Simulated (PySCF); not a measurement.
## Fractional electron number in S(2+) (sulfur, charge +2)

The 3p alpha orbital of [Ne] 3s2 3p2 is emptied in steps (occupation f), with all orbitals relaxed, ending at [Ne] 3s2 3p1. Computed with PySCF 2.14 in aug-cc-pV(D+d)Z, with the non-relativistic Hamiltonian (point nucleus). The exact energy is a straight line in f; departures are measured from the line between the end points of the same method.

```csv
f,UHF (eV),LDA (eV),PBE (eV),PBE0 (eV),r2SCAN (eV),LC-wPBE (eV),BHandHLYP (eV),wB97X (eV),MN15 (eV),r2SCAN0 (eV)
1,0.000,0.000,0.000,0.000,0.000,0.000,0.000,0.000,0.000,0.000
0.75,0.100,-1.133,-1.106,-0.807,-1.036,-0.257,-0.521,-0.324,-0.704,-0.759
0.5,0.131,-1.513,-1.469,-1.070,-1.365,-0.335,-0.692,-0.423,-0.930,-0.998
0.25,0.097,-1.133,-1.094,-0.796,-1.001,-0.242,-0.516,-0.308,-0.686,-0.731
0,0.000,0.000,0.000,0.000,0.000,0.000,0.000,0.000,0.000,0.000
```

For r2SCAN0, how does the orbital energy at f = 1 compare with the removal energy?

−ε = 30.905 eV against a total-energy difference of 34.988 eV. By Janak's theorem ε = ∂E/∂f, so the gap between them reflects the curvature. Along the path −ε is 32.998 (f = 0.75), 35.060 (f = 0.5), 37.024 (f = 0.25) eV.

| method | E(f=0) − E(f=1) (eV) | −ε at f=1 (eV) | −ε at f=0.5 (eV) |
| --- | --- | --- | --- |
| UHF | 34.148 | 34.691 | 34.139 |
| LDA | 34.884 | 28.854 | 34.883 |
| PBE | 34.853 | 28.951 | 34.881 |
| PBE0 | 34.885 | 30.566 | 34.915 |
| r2SCAN | 35.015 | 29.447 | 35.104 |
| LC-wPBE | 35.034 | 33.641 | 35.071 |
| BHandHLYP | 34.718 | 31.929 | 34.733 |
| wB97X | 34.748 | 33.000 | 34.792 |
| MN15 | 34.966 | 31.187 | 35.013 |
| r2SCAN0 | 34.988 | 30.905 | 35.060 |

Reference removal energy between the ground levels: 34.86 ± 0.04 eV (semi-empirical (NIST evaluation); NIST Atomic Spectra Database, ionization energies). The calculation has no spin-orbit coupling. UHF lacks correlation.
